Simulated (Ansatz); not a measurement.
Ideal-gas functions of `[F][Sn]([F])[I]` radical at 800 K and 1 bar, from an Ansatz frequency run at PBE0-D4/def2-TZVP.

Molar mass 283.61 g/mol, point group Cs (symmetry number 1), electronic degeneracy 2, moments of inertia 110.102, 619.544, 676.04 u Å². Harmonic wavenumbers (cm⁻¹, unscaled): 88, 113, 169, 196, 611, 612.

Use S(trans) = R[1.5 ln M + 2.5 ln T − 1.1517]; rotational temperatures θ = 24.2544 K / I; S(rot) = R[ln(√π/σ · √(T³/θAθBθC)) + 1.5]; for each mode x = 1.438777 ν̃/T, S = R[x/(eˣ − 1) − ln(1 − e⁻ˣ)] and H = RT x/(eˣ − 1); 1 cm⁻¹ = 0.0119627 kJ/mol; R = 8.31446 J/(mol·K).

Question: By hand: the entropy, in J/(mol·K).

Answer: Translation 199.8. Rotation: θ = 0.2203, 0.0391, 0.0359 K, giving 134.2. Vibration, mode by mode: 23.65, 21.58, 18.25, 17.03, 7.94, 7.92, in all 96.4. Electronic 5.8. Sum 436.2 J/(mol·K).

Question: By hand: H − E and G − E in kJ/mol, counted from the electronic energy.

Answer: Zero-point energy ½ × 1789 × 0.0119627 = 10.7; thermal vibration 30.7; translation, rotation and pV give 4 RT = 26.6. H − E = 68.0 kJ/mol, and G − E = 68.0 − 800 × 436.2/1000 = -281.0 kJ/mol.

Vibration gives 22 % of the entropy, 45.2 J/(mol·K) of it from the modes under 150 cm⁻¹: soft modes count most, and the harmonic formula is weakest for them.
